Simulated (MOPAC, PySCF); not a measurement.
CH3FS, SMILES `FCS` (F–C–S–H torsion 76°), neutral singlet in the gas phase. 

Z-matrix (Å, degrees):
```
C
F 1 1.3878
H 1 1.0880 2 107.80
H 1 1.0897 3 110.52 2 -118.12
S 1 1.8012 3 110.87 4 -117.80
H 5 1.3435 1 96.62 3 -44.69
```
Charge 0, spin multiplicity 1.

All levels are single points at this geometry (B3LYP-D3(BJ)/def2-TZVP); Pople sets use spherical d functions. Orbital energies aren't observables, and empty levels follow the basis.

HF/STO-3G in PySCF gives HOMO (eV) = -7.60.

Q: Estimate the HOMO (eV) from each of these levels: B3LYP-D3(BJ)/def2-TZVP in PySCF; PBE-D3(BJ)/def2-TZVP in PySCF; BP86/6-31G* in PySCF; M06-2X/6-31G* in PySCF; PBE/6-31G* in PySCF; SVWN5/6-31G* in PySCF; AM1 in MOPAC; PM6 in MOPAC.

A: 
```json
[
 {"level": "B3LYP-D3(BJ)/def2-TZVP in PySCF", "HOMO (eV)": "-7.34"},
 {"level": "PBE-D3(BJ)/def2-TZVP in PySCF", "HOMO (eV)": "-6.30"},
 {"level": "BP86/6-31G* in PySCF", "HOMO (eV)": "-6.21"},
 {"level": "M06-2X/6-31G* in PySCF", "HOMO (eV)": "-8.66"},
 {"level": "PBE/6-31G* in PySCF", "HOMO (eV)": "-6.10"},
 {"level": "SVWN5/6-31G* in PySCF", "HOMO (eV)": "-6.20"},
 {"level": "AM1 in MOPAC", "HOMO (eV)": "-9.56"},
 {"level": "PM6 in MOPAC", "HOMO (eV)": "-9.51"}
]
```
